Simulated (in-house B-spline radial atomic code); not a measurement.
## The titanium ion Ti⁹⁺: [Ne] 3s2 3p1

Method: Dirac-Kohn-Sham B97-1, spherical fractional occupations, exact exchange averaged over the configuration, Fermi nucleus of rms radius 3.5921 fm. Calculated with a radial B-spline atomic code at the basis-set limit.

Screening seen three ways: the hydrogenic charge with the same mean radius, Z_r = [3n² - l(l+1)]/(2<r>), the one with the same energy, Z_e = n√(-2ε), and Slater's rules. Values are occupation-weighted means over j.

```csv
shell,electrons,ε (eV),<r> (bohr),Z_r,Z_e,Slater
1s,2,-5111.9,0.06955,21.57,19.38,21.70
2s,2,-749.46,0.3215,18.66,14.84,17.85
2p,6,-655.6,0.2866,17.45,13.88,17.85
3s,2,-231.22,0.8818,15.31,12.37,12.50
3p,1,-205.82,0.8928,14.00,11.67,12.50
```

The least bound orbital is 3p3/2 at -205.5 eV, and it is also the most diffuse (<r> = 0.8943 bohr).

Spin-orbit splittings of the orbital energies (j = l + 1/2 above j = l - 1/2 when positive): 2p 5.912 eV, 3p 1.011 eV.

For the 1s electron the small component carries 0.621 % of the norm, the zero-frequency Breit interaction raises the level by 4.86 eV, self-energy by 2.323 eV, and vacuum polarisation lowers it by 0.1805 eV.
